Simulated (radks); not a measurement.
Question: Pd IV, 43 electrons, occupied as [Kr] 4d4.5 5s0.5 5p2 (fractional occupations, a model configuration). Method: Dirac Kohn-Sham, BLYP, spin-unpolarised, spherical densities, finite nucleus; open shells are shared between the two j in proportion to 2j + 1; Fermi nuclear charge, rms radius 4.5318 fm; computed with a radial shooting solver on a logarithmic mesh with Libxc functionals. Some entries of the table are withheld. Estimate them.

orbital,occ.,eigenvalue (eV),<1/r> (bohr^-1)
1s1/2,2,-24215.07,48.24
2s1/2,2,-3586.599,11.09
2p1/2,2,-3331.504,11.07
2p3/2,4,-3172.047,10.43
3s1/2,2,(1),3.864
3p1/2,2,-594.5237,3.769
3p3/2,4,-566.6967,3.614
3d3/2,4,-388.5335,3.447
3d5/2,6,-382.9777,3.407
4s1/2,2,(2),1.499
4p1/2,2,-109.5187,1.390
4p3/2,4,-104.6623,1.344
4d3/2,1.8,-54.7306,1.093
4d5/2,2.7,-54.0566,1.082
5s1/2,0.5,-36.6022,0.5899
5p1/2,0.666667,-28.5766,0.5181
5p3/2,1.33333,-27.8210,0.5051

Answer: 
(1) 3s1/2 eigenvalue (eV): -695.1525
(2) 4s1/2 eigenvalue (eV): -141.5143
